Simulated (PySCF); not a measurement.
# Electronic structure of V²⁺ (vanadium, charge +2) at the UHF level

Configuration: [Ar] 3d3, high-spin 4F determinant. Computed with PySCF 2.14 in pcseg-2 (6s4p3d2f1g, 56 functions), with the non-relativistic Hamiltonian (point nucleus).

| Quantity | Value |
| --- | --- |
| Total energy | -942.168063 hartree |
| One-electron energy | -1281.2846 hartree |
| Hartree (Coulomb) energy | 383.0926 hartree |
| Exchange energy | -43.9761 hartree |
| Kinetic energy | 943.19217 hartree |
| ⟨S²⟩ | 3.7525 |
| ⟨L²⟩ | 12.033 |
| Sum of ⟨r⟩ | 14.26 bohr |
| Sum of ⟨r²⟩ | 16.40 bohr² |
| Density at the nucleus (Gaussians lack the cusp) | 8080 bohr⁻³ |
| Spin density at the nucleus | -0.242 bohr⁻³ |
| Langevin diamagnetic susceptibility | -13.0 ×10⁻⁶ cm³/mol |
| Time after the integrals | 0.22 s of wall time on 1 thread of Neoverse-V2 (shared host) |

| shell | electrons | mean orbital energy (eV) | rms radius, mean of both spins (bohr) |
| --- | --- | --- | --- |
| 1s α | 1 | -5498.1 | 0.0777 |
| 1s β | 1 | -5498.0 | 0.0777 |
| 2s α | 1 | -665.69 | 0.336 |
| 2s β | 1 | -663.88 | 0.336 |
| 2p α | 3 | -561.07 | 0.304 |
| 2p β | 3 | -559.24 | 0.304 |
| 3s α | 1 | -105.50 | 1.03 |
| 3s β | 1 | -99.637 | 1.03 |
| 3p α | 3 | -74.770 | 1.11 |
| 3p β | 3 | -67.564 | 1.11 |
| 3d α | 3 | -30.382 | 1.43 |
